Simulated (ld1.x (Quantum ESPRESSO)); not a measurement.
Which change was made? (B, PAW)

ld1.x (Quantum ESPRESSO) 7.5 input, shortened:

```
&input
   title='B', zed=5., rel=1, dft='PW91', iswitch=3,
   config='[He] 2s2 2p1'
 /
 &inputp
   pseudotype=3, lpaw=.true., tm=.true., lloc=-2, rcloc=2.95,
   nlcc=.true., new_core_ps=.true., rcore=1.45,
   which_augfun='PSQ', rmatch_augfun_nc=.true.
 /
4
2S  1  0   2.00   0.00  1.30  1.55  0.0
2S  1  0   0.00   0.10  1.30  1.55  0.0
2P  2  1   1.00   0.00  2.70  3.55  0.0
2P  2  1   0.00   0.45  2.70  3.55  0.0
 &test
   configts(1)='2s2 2p1'
 /
```

Cutoffs, loose and tight: the cutoffs (Ry, on a coarse ladder) from which the occupation-weighted sum of valence levels, in a spherical-Bessel basis at the reference potential, stays within 10 and 1 mRy of its value at 400 Ry. They do not see the model core or the augmentation charge, which bear on the density cutoff. Test errors are all-electron minus pseudo excitation energies from the reference, over the configurations 2s2 2p0; 2s1 2p0; 2s2 2p0.5; 2s1 2p2; 2s2 2p1.3; 2s1 2p1; 2s0 2p3; variants that change the core or the reference have their own tests. The largest error is taken over the tests solved by every variant that gives reliable tests at all, those not shown here included: 2s1 2p0; 2s1 2p2; 2s2 2p0.

The base gives: outcome: generated; cutoff, loose: 6 Ry; cutoff, tight: 8 Ry; bound ghosts: none; largest test error (meV): +5.0.

Q: After one change the result is: outcome: generated; cutoff, loose: 6 Ry; cutoff, tight: 10 Ry; bound ghosts: none; largest test error (meV): -5.2. Which change was it?
A. type RRKJ; waves now 2s (bound): rc 1.55 bohr; 2p (bound): rc 3.55 bohr; local potential all-electron potential smoothed inside 2.00 bohr (lloc = -1)
B. local potential all-electron potential smoothed inside 1.55 bohr (lloc = -1)
C. all radii but the core radius scaled by about 1.40 (s 2.18, p 4.98 bohr, rcut 1.82/3.80); local potential all-electron potential smoothed inside 4.14 bohr (lloc = -2)
D. core correction Bessel-smoothed model core inside 1.10 bohr
E. wave 2p channel at 0.45 Ry: rcut 2.70, rcutus 3.55 bohr becomes 2p channel at 1.25 Ry: rcut 2.70, rcutus 3.55 bohr

A: C. The others give: local potential all-electron potential smoothed inside 1.55 bohr (lloc = -1) → outcome: generated, overlap not positive; bound ghosts: not determined (overlap not positive); largest test error (meV): -7.9 | wave 2p channel at 0.45 Ry: rcut 2.70, rcutus 3.55 bohr becomes 2p channel at 1.25 Ry: rcut 2.70, rcutus 3.55 bohr → outcome: generated; cutoff, loose: 6 Ry; cutoff, tight: 8 Ry; bound ghosts: none; largest test error (meV): +5.0 | core correction Bessel-smoothed model core inside 1.10 bohr → outcome: generated; cutoff, loose: 6 Ry; cutoff, tight: 8 Ry; bound ghosts: none; largest test error (meV): +29 | type RRKJ; waves now 2s (bound): rc 1.55 bohr; 2p (bound): rc 3.55 bohr; local potential all-electron potential smoothed inside 2.00 bohr (lloc = -1) → outcome: generated; cutoff, loose: 30 Ry; cutoff, tight: 40 Ry; bound ghosts: none; largest test error (meV): +587. A file whose overlap is not positive is unfit for use, and its test errors describe a broken file.
